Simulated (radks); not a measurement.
Results of a calculation; reference values are marked as such.
Question: The thallium ion Tl4+, 77 electrons, occupied as [Kr] 4d10 4f14 5s1 5p6 5d9 6d1 (not the ground configuration). Level of theory: scalar-relativistic Kohn-Sham, LDA (Slater exchange, Perdew-Wang correlation), spin-polarised, spherical densities, finite nucleus; open shells are filled with parallel spins first (spin-orbit coupling, left out, can overturn this in heavy ions); Fermi nuclear charge, rms radius 5.4759 fm (a radial shooting solver on a logarithmic mesh with Libxc functionals). Some entries of the table are withheld. Estimate them.

orbital,occ.,eigenvalue (hartree),<r^2> (bohr^2),r(max) (bohr)
1s up,1,-3144.823,0.0003694,0.01004
1s down,1,-3144.814,0.0003694,0.01004
2s up,1,-561.8665,0.005612,0.05819
2s down,1,-561.8563,0.005612,0.05819
2p up,3,-483.9693,0.004757,0.04833
2p down,3,-483.9600,0.004757,0.04833
3s up,1,-135.7928,0.03614,0.1641
3s down,1,-135.7847,0.03613,0.1641
3p up,3,-113.3608,0.03731,0.1639
3p down,3,-113.3525,0.03731,0.1639
3d up,5,-90.02304,0.03089,0.1334
3d down,5,-90.01387,0.03089,0.1334
4s up,1,-32.00005,0.1733,0.3691
4s down,1,-31.98564,0.1733,0.3691
4p up,3,-24.63968,0.1983,0.3891
4p down,3,-24.62398,0.1982,0.3891
4d up,5,-15.99335,0.2233,0.3954
4d down,5,-15.97472,0.2230,0.3954
5s up,1,-6.96146,0.8424,0.8040
5s down,0,-6.89834,0.8430,0.8034
4f up,7,-6.41498,0.2608,0.3572
4f down,7,-6.39226,0.2596,0.3571
5p up,3,-4.89766,(1),0.8961
5p down,3,-4.83595,(2),0.8962
5d up,5,(3),1.787,(4)
5d down,4,(5),1.801,(6)
6d up,1,-0.92907,11.34,2.968
6d down,0,-0.88297,11.64,2.977

Answer: 
(1) 5p up <r^2> (bohr^2): 1.093
(2) 5p down <r^2> (bohr^2): 1.096
(3) 5d up eigenvalue (hartree): -2.53554
(4) 5d up r(max) (bohr): 1.076
(5) 5d down eigenvalue (hartree): -2.48323
(6) 5d down r(max) (bohr): 1.079
